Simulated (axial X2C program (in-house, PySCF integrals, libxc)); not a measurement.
# Correcting the dissociation energy of SrSi⁺ for spin–orbit coupling

A spin-free CCSD(T) curve (one-electron X2C) was computed with an in-house all-electron X2C program for linear molecules (integrals from PySCF), basis Sr dyall-cv3z [13s12p8d5f1g], Si dyall-v3z [8s7p2d1f] (cores contracted in-house), for the state M_S = 3/2, Λ = 0 (beyond evenly filled blocks: σα, π+α, π-α). It gives D0 = 1.296 eV to Sr+ + Si, which in a spin-free picture are the weighted means of the ground terms.

Correlated methods: 13 electrons correlated (number of frozen shells: Sr 3 s, 2 p, 1 d; Si 2 s, 1 p), 235 virtual spin orbitals or spinors in MP2, 89 natural virtuals in coupled cluster.

Measured levels of the ground terms (NIST Handbook of Basic Atomic Spectroscopic Data), in cm⁻¹: Sr+ 2S: J = 1/2 at 0; Si 3P: J = 0 at 0, J = 1 at 77.1, J = 2 at 223.2.

The molecular state has Λ = 0, so it has no first-order lowering.

(1) How far does each ground level lie under the (2J+1)-weighted mean of its term?

(2) Correct D0.

Second-order spin–orbit effects in the molecule, which grow quickly with Z, are left out. Occupations by symmetry block were frozen at the best pattern of an incomplete PBE0 search. De is counted from the lowest determinant-based energies of the atoms at the same level, without counterpoise correction. Coupled cluster ran in a truncated set of natural virtual spinors; the MP2 energy of the rest was added. (T) has no such correction and the atoms are truncated less, which lowers De at CCSD(T) by a hundredth of an eV or more. PBE0 can misorder states that lie within some tenths of an eV, so this need not be the ground state of the molecule. The nearest other spin-free determinant of the search, M_S = 1/2, Λ = 1, lies 0.77 eV up at the distance of the search.

Results:

(1) Sr+: a single level, 0; Si: (1 × 0 + 3 × 77.1 + 5 × 223.2)/9 = 150 cm⁻¹.

(2) D0 = 1.296 + (0 − 150)/8065.5 = 1.277 eV at CCSD(T) with these spin–orbit terms.
